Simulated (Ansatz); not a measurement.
Ansatz (an electronic-structure program) input (CCSD(T)/cc-pV(D+d)Z):
A basis named .json is the Basis Set Exchange file of that set.

Ansatz 0.2 input:
```yaml
crystal:
  periodic: [false, false, false]
  atoms:
    - {symbol: C, position_ang: [-1.97374603, -0.94679771, -0.09092210]}
    - {symbol: Si, position_ang: [-0.99111188, 0.66184168, -0.12650040]}
    - {symbol: O, position_ang: [0.48755048, 0.53491363, 0.47791764]}
    - {symbol: Si, position_ang: [1.85950397, -0.44178648, -0.12512441]}
    - {symbol: H, position_ang: [-1.45931680, -1.70028839, -0.69159340]}
    - {symbol: H, position_ang: [-2.05661746, -1.32977166, 0.92925481]}
    - {symbol: H, position_ang: [-2.98280355, -0.80606823, -0.49172579]}
    - {symbol: H, position_ang: [-1.03467239, 1.15063202, -1.54230320]}
    - {symbol: H, position_ang: [-1.76912628, 1.66856551, 0.66653877]}
    - {symbol: H, position_ang: [2.11365307, -1.24066252, 1.17527107]}
    - {symbol: H, position_ang: [2.97346642, 0.57829764, 0.19949661]}
basis:
  gaussian:
    orbitals: cc-pV_D+d_Z.json
total_charge: -1
magnetization: {spin_polarized: false}
correlation: {method: ccsd_t, electrons: outside_noble_gas}
```

End of the output:

```
integrals: 0.16 GiB planned
1072 factors; integrals over basis functions are off by at most 1.0e-3 eV
0.60 GiB of device memory are held for the factors and their scratch space
mean field: 0.44 GiB planned
mean field evaluation 1: about -18902.7650 eV, gradient 2.4e1 eV
mean field evaluation 2: about -18902.7683 eV, gradient 2.4e1 eV
mean field evaluation 4: about -18904.6990 eV, gradient 4.2e0 eV
mean field evaluation 8: about -18904.7447 eV, gradient 2.2e-4 eV
mean field evaluation 16: about -18904.7406 eV, gradient 1.7e-1 eV
mean field -18904.74465531 eV, -694.7365519863 hartree, gradient 1.5e-6 eV, S^2 0.000000; 0 other end points of the search recorded, 0 dependent functions left out
12 core orbitals not correlated
reference -18904.74465531 eV, -694.7365519863 hartree; 13, 13 occupied and 84, 84 virtual orbitals, 1072 factors
second order -14.73358703 eV of doubles, -0.00000000 eV of singles
coupled cluster: 2.23 GiB planned
cycle   1  -15.70979352 eV  change   -9.8e-1 eV  update   1.1e-1
cycle   2  -16.21932299 eV  change   -5.1e-1 eV  update   3.3e-2
cycle   3  -16.33969658 eV  change   -1.2e-1 eV  update   1.7e-2
cycle   4  -16.33387257 eV  change    5.8e-3 eV  update   3.8e-3
cycle   5  -16.33339003 eV  change    4.8e-4 eV  update   1.5e-3
cycle   6  -16.33355943 eV  change   -1.7e-4 eV  update   4.8e-4
cycle   7  -16.33338670 eV  change    1.7e-4 eV  update   2.0e-4
cycle   8  -16.33336358 eV  change    2.3e-5 eV  update   6.8e-5
cycle   9  -16.33338902 eV  change   -2.5e-5 eV  update   2.4e-5
perturbative correction -0.42141410 eV, -0.0154866826 hartree
Total energy: -18921.49945843 eV, -695.3522796444 hartree
```

It need not be the lowest isomer of its formula. Whether it binds its extra electron was not tested at this geometry.
